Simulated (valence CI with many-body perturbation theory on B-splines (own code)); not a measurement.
Energy levels of Tc XXXIX

Calculated by configuration interaction combined with many-body perturbation theory (CI+MBPT): three valence electrons over a frozen Dirac-Fock core [He], radial functions for each j: 11 s, 11 p, 10 d, 8 f, 5 g, 2 h, with the one-electron correlation potential Σ1, the two-electron term Σ2, the three-electron term Σ3, Breit, model QED; selected CI, second order for the rest, scaled by the run's own slope (own B-spline code, finite nucleus).

No measured spectrum was set against this ion. As an estimate, large intervals hold to a few tenths of a per cent, small ones and those within an open d or f shell to about a per cent.

Levels 91 to 135 of 205, with energies above the lowest level, (2s^2 2p1/2) J=1/2. "Leading %" is the weight of the configuration and term that name the level; weights of strongly mixed levels are sums over their largest components and can fall short. In the jj column 3d3/2^4 stands for four electrons in 3d with j = 3/2. Lifetimes count E1, E2, E3, M1 and M2 decay at the calculated energies, and are blank where another channel may lead or the interval is too uncertain; long ones can be off by a factor of two.

| No. | Configuration | Term | J | E (eV) | Leading % | Second component | Lifetime | Leading jj |
| --- | --- | --- | --- | --- | --- | --- | --- | --- |
| 91 | 2p²3p | ²P° | 1/2 | 3579.1 | 84 | 8 % 2p²3p ⁴D° | 21.4 fs | 2p1/2 2p3/2 3p3/2 (97 %) |
| 92 | 2p²3d | ⁴F | 7/2 | 3581.2 | 68 | 16 % 2p²3d ²G | 221 fs | 2p1/2 2p3/2 3d5/2 (68 %) |
| 93 | 2p²3d | ²F | 7/2 | 3584.6 | 43 | 36 % 2p²3d ⁴D | 960 fs | 2p1/2 2p3/2 3d3/2 (58 %) |
| 94 | 2p²3d | ⁴P | 5/2 | 3589.0 | 42 | 35 % 2p²3d ²F | 6.70 fs | 2p1/2 2p3/2 3d5/2 (62 %) |
| 95 | 2p²3d | ⁴D | 3/2 | 3591.0 | 41 | 27 % 2p²3d ²D | 11.1 fs | 2p1/2 2p3/2 3d5/2 (76 %) |
| 96 | 2p²3d | ²G | 9/2 | 3594.7 | 56 | 44 % 2p²3d ⁴F | 2.91 ps | 2p1/2 2p3/2 3d5/2 (99 %) |
| 97 | 2p²3d | ⁴D | 5/2 | 3598.5 | 38 | 34 % 2p²3d ²D | 6.27 fs | 2p1/2 2p3/2 3d5/2 (55 %) |
| 98 | 2p²3d | ⁴P | 3/2 | 3599.8 | 46 | 29 % 2p²3d ²P | 4.57 fs | 2p1/2 2p3/2 3d3/2 (77 %) |
| 99 | 2p²3d | ⁴P | 1/2 | 3602.2 | 45 | 29 % 2p²3d ²S | 4.79 fs | 2p1/2 2p3/2 3d3/2 (95 %) |
| 100 | 2p²3d | ²D | 5/2 | 3605.0 | 28 | 19 % 2p²3s ⁴P | 4.56 fs | 2p1/2 2p3/2 3d5/2 (48 %) |
| 101 | 2p²3d | ²F | 7/2 | 3611.1 | 57 | 26 % 2p²3d ²G | 4.58 fs | 2p1/2 2p3/2 3d5/2 (89 %) |
| 102 | 2p²3d | ²D | 3/2 | 3613.2 | 61 | 22 % 2p²3d ²P | 6.65 fs | 2p1/2 2p3/2 3d5/2 (91 %) |
| 103 | 2p²3d | ²P | 1/2 | 3615.9 | 70 | 24 % 2p²3d ²S | 5.45 fs | 2p1/2 2p3/2 3d5/2 (93 %) |
| 104 | 2p²3s | ⁴P | 5/2 | 3616.1 | 36 | 29 % 2p²3s ²D | 18.7 fs | 2p3/2^2 3s (65 %) |
| 105 | 2p²3s | ²P | 3/2 | 3619.2 | 49 | 35 % 2p²3s ²D | 30.6 fs | 2p3/2^2 3s (92 %) |
| 106 | 2p²3p | ²P° | 3/2 | 3653.9 | 27 | 22 % 2p²3p ⁴S° | 17.7 fs | 2p3/2^2 3p1/2 (98 %) |
| 107 | 2p²3s | ²S | 1/2 | 3654.5 | 73 | 14 % 2p²3s ⁴P | 63.5 fs | 2p3/2^2 3s (95 %) |
| 108 | 2p²3p | ²D° | 5/2 | 3656.8 | 48 | 24 % 2p²3p ²F° | 16.8 fs | 2p3/2^2 3p1/2 (97 %) |
| 109 | 2p²3p | ²P° | 1/2 | 3681.5 | 58 | 31 % 2p²3p ²S° | 19.4 fs | 2p3/2^2 3p3/2 (84 %) |
| 110 | 2p²3p | ²D° | 5/2 | 3682.1 | 54 | 34 % 2p²3p ⁴P° | 21.1 fs | 2p3/2^2 3p3/2 (99 %) |
| 111 | 2p²3p | ⁴D° | 7/2 | 3682.8 | 56 | 43 % 2p²3p ²F° | 23.3 fs | 2p3/2^2 3p3/2 (99 %) |
| 112 | 2p²3p | ²P° | 1/2 | 3697.0 | 86 | 7 % 2p²3p ⁴D° | 17.4 fs | 2p3/2^2 3p1/2 (83 %) |
| 113 | 2p²3p | ²P° | 3/2 | 3710.6 | 63 | 16 % 2p²3p ²D° | 19.9 fs | 2p3/2^2 3p3/2 (98 %) |
| 114 | 2p²3d | ²D | 3/2 | 3722.4 | 41 | 21 % 2p²3d ⁴P | 6.62 fs | 2p3/2^2 3d3/2 (98 %) |
| 115 | 2p²3d | ²F | 7/2 | 3722.5 | 48 | 41 % 2p²3d ⁴D | 78.4 fs | 2p3/2^2 3d5/2 (96 %) |
| 116 | 2p²3d | ²D | 5/2 | 3722.8 | 28 | 27 % 2p²3d ⁴D | 6.59 fs | 2p3/2^2 3d3/2 (87 %) |
| 117 | 2p²3d | ²P | 1/2 | 3723.6 | 68 | 18 % 2p²3d ⁴P | 10.1 fs | 2p3/2^2 3d3/2 (66 %) |
| 118 | 2p²3d | ⁴F | 9/2 | 3724.2 | 56 | 44 % 2p²3d ²G | 2.41 ps | 2p3/2^2 3d5/2 (99 %) |
| 119 | 2p²3d | ²F | 7/2 | 3726.4 | 50 | 35 % 2p²3d ²G | 6.10 fs | 2p3/2^2 3d3/2 (95 %) |
| 120 | 2p²3p | ²P° | 3/2 | 3729.5 | 71 | 11 % 2p²3p ²D° | 20.2 fs | 2p3/2^2 3p3/2 (97 %) |
| 121 | 2p²3d | ²S | 1/2 | 3737.2 | 46 | 32 % 2p²3d ⁴P | 6.07 fs | 2p3/2^2 3d5/2 (66 %) |
| 122 | 2p²3d | ²P | 3/2 | 3745.1 | 56 | 16 % 2p²3d ⁴P | 5.19 fs | 2p3/2^2 3d5/2 (88 %) |
| 123 | 2p²3d | ²D | 5/2 | 3748.1 | 63 | 24 % 2p²3d ²F | 5.01 fs | 2p3/2^2 3d5/2 (90 %) |
| 124 | 2p²3d | ²D | 3/2 | 3767.8 | 85 | 6 % 2p²3d ⁴F | 5.05 fs | 2p3/2^2 3d3/2 (88 %) |
| 125 | 2p²3d | ²D | 5/2 | 3772.5 | 72 | 11 % 2p²3d ²F | 6.93 fs | 2p3/2^2 3d5/2 (95 %) |
| 126 | 2s²4s | ²S | 1/2 | 4214.7 | 97 |  | 64.9 fs | 2s^2 4s (97 %) |
| 127 | 2s²4p | ²P° | 1/2 | 4231.9 | 97 |  | 109 fs | 2s^2 4p1/2 (97 %) |
| 128 | 2s²4p | ²P° | 3/2 | 4247.8 | 97 |  | 123 fs | 2s^2 4p3/2 (97 %) |
| 129 | 2s²4d | ²D | 3/2 | 4261.2 | 97 |  | 13.5 fs | 2s^2 4d3/2 (97 %) |
| 130 | 2s²4d | ²D | 5/2 | 4266.0 | 97 |  | 14.1 fs | 2s^2 4d5/2 (97 %) |
| 131 | 2s²4f | ²F° | 5/2 | 4273.8 | 97 |  | 30.0 fs | 2s^2 4f5/2 (97 %) |
| 132 | 2s²4f | ²F° | 7/2 | 4276.0 | 97 |  | 30.3 fs | 2s^2 4f7/2 (97 %) |
| 133 | 2s2p4s | ⁴P° | 1/2 | 4293.9 | 79 | 21 % 2s2p4s ²P° | 70.9 fs | 2s 2p1/2 4s (100 %) |
| 134 | 2s2p4s | ⁴P° | 3/2 | 4308.6 | 70 | 30 % 2s2p4s ²P° | 64.7 fs | 2s 2p1/2 4s (96 %) |
| 135 | 2s2p4p | ⁴D | 1/2 | 4309.3 | 67 | 21 % 2s2p4p ²P | 54.8 fs | 2s 2p1/2 4p1/2 (100 %) |
